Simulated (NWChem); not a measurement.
All runs are NWChem calculations. System: O3S, charge 0, spin multiplicity 1, displaced from the optimised geometry.

Job file:

```
start mol
memory heap 100 mb stack 700 mb global 1900 mb
geometry units angstroms nocenter noautoz noautosym
  O      0.000000     0.000000     1.351766
  S      0.000000     0.000000     0.000006
  O     -1.272457     0.000000    -0.734661
  O      1.272457     0.000000    -0.734661
end
basis spherical
  * library cc-pvdz
end
scf
  rhf
  nopen 0
  maxiter 100
  thresh 1e-7
  semidirect memsize 60000000 filesize 0
end
tce
  freeze core 8
  cr-ccsd(t)
  2eorb
  2emet 13
  thresh 1e-6
  maxiter 100
  tilesize 24
end
task tce energy
```

The output up to the point where the run's verdict is printed (cleaned and shortened):

```
             Northwest Computational Chemistry Package (NWChem) 7.3.0
             --------------------------------------------------------

                                NWChem Input Module
                                -------------------

 Scaling coordinates for geometry "geometry" by  1.889725989
 (inverse scale =  0.529177249)

                             Geometry "geometry" -> ""
                             -------------------------

 Output coordinates in angstroms (scale by  1.889725989 to convert to a.u.)

  No.       Tag          Charge          X              Y              Z
 ---- ---------------- ---------- -------------- -------------- --------------
    1 O                    8.0000     0.00000000     0.00000000     1.35176600
    2 S                   16.0000     0.00000000     0.00000000     0.00000600
    3 O                    8.0000    -1.27245700     0.00000000    -0.73466100
    4 O                    8.0000     1.27245700     0.00000000    -0.73466100

 Effective nuclear repulsion energy (a.u.)     183.3320272827

            Nuclear Dipole moment (a.u.)
            ----------------------------
        X                 Y               Z
 ---------------- ---------------- ----------------
     0.0000000000     0.0000000000    -1.7770076128


 Summary of "ao basis" -> "" (spherical)
 ------------------------------------------------------------------------------
       Tag                 Description            Shells   Functions and Types
 ---------------- ------------------------------  ------  ---------------------
 *                          cc-pvdz                   on all atoms

 Summary of "ao basis" -> "ao basis" (spherical)
 ------------------------------------------------------------------------------
       Tag                 Description            Shells   Functions and Types
 ---------------- ------------------------------  ------  ---------------------
 O                          cc-pvdz                  6       14   3s2p1d
 S                          cc-pvdz                  8       18   4s3p1d

                                 NWChem SCF Module
[...]
     2   0 1 1     -0.000000      0.000000      0.000000
     2   0 0 2    -23.651547      0.000000     83.040812

                   NWChem Extensible Many-Electron Theory Module
                   ---------------------------------------------


            General Information
            -------------------
      Number of processors :     1
         Wavefunction type : Restricted Hartree-Fock
          No. of electrons :    40
           Alpha electrons :    20
            Beta electrons :    20
           No. of orbitals :   120
            Alpha orbitals :    60
             Beta orbitals :    60
        Alpha frozen cores :     8
         Beta frozen cores :     8
     Alpha frozen virtuals :     0
      Beta frozen virtuals :     0
         Spin multiplicity : singlet
    Number of AO functions :    60
       Number of AO shells :    26
        Use of symmetry is : off
      Symmetry adaption is : off
         Schwarz screening : 0.10D-09

          Correlation Information
          -----------------------
          Calculation type : Coupled-cluster singles & doubles w/ perturbation
   Perturbative correction : Completely renormalized (T)
            Max iterations :      100
        Residual threshold : 0.10D-05
     T(0) DIIS level shift : 0.00D+00
     L(0) DIIS level shift : 0.00D+00
     T(1) DIIS level shift : 0.00D+00
     L(1) DIIS level shift : 0.00D+00
     T(R) DIIS level shift : 0.00D+00
     T(I) DIIS level shift : 0.00D+00
   CC-T/L Amplitude update :  5-th order DIIS
                I/O scheme : Global Array Library
        L-threshold :  0.10D-05
        EOM-threshold :  0.10D-05
 no EOMCCSD initial starts read in
 TCE RESTART OPTIONS
 SLICE:      F
 D4D5:       F
 quantumc:   F
 qrotation:  F
 pwtce:      F
 qducc:      F
 nacto:                         0
 nrotv:                         0
 nrot:                          0

            Memory Information
            ------------------
          Available GA space size is     249033200 doubles
          Available MA space size is     104853868 doubles

 Maximum block size supplied by input
 Maximum block size        24 doubles

 tile_dim =     20

 -------------------------------------------------

 Global array virtual files algorithm will be used

 Parallel file system coherency ......... OK

 4-electron integrals stored in orbital form

 v2    file size   =          1971456
 4-index algorithm nr.  13 is used
 imaxsize =       30
 imaxsize ichop =        0


CCSD iterations
 ---------------------------------------------------------
 Iter          Residuum       Correlation     Cpu    Wall
 ---------------------------------------------------------
    1   0.2083002700898  -0.7004135842218     0.3     0.3
    2   0.0572530690190  -0.6759418873555     0.4     0.4
    3   0.0190004777983  -0.6937068550551     0.4     0.4
    4   0.0098928858480  -0.6919386851637     0.4     0.4
    5   0.0036671947786  -0.6941922303267     0.4     0.4
    6   0.0012714267381  -0.6941738224704     0.4     0.4
    7   0.0007226549647  -0.6942147113644     0.4     0.4
    8   0.0003263606470  -0.6942258343986     0.4     0.4
    9   0.0002428888671  -0.6942294363224     0.4     0.4
   10   0.0001209617376  -0.6942396932598     0.4     0.4
   11   0.0000365559306  -0.6942490980621     0.4     0.4
   12   0.0000191317600  -0.6942467090661     0.4     0.4
   13   0.0000119104148  -0.6942473698741     0.4     0.4
   14   0.0000076015167  -0.6942468333563     0.3     0.3
   15   0.0000048115916  -0.6942469372514     0.3     0.3
   16   0.0000011739892  -0.6942467018527     0.3     0.3
   17   0.0000006459642  -0.6942467906289     0.2     0.2
 -----------------------------------------------------------------
 Iterations converged
 CCSD correlation energy / hartree =        -0.694246790628941
 CCSD total energy / hartree       =      -622.672800123537172

 Singles contributions

 Doubles contributions
 CR-CCSD(T)
```

The program stopped with an error. NWChem stopped with the message: ccsd_t 3.
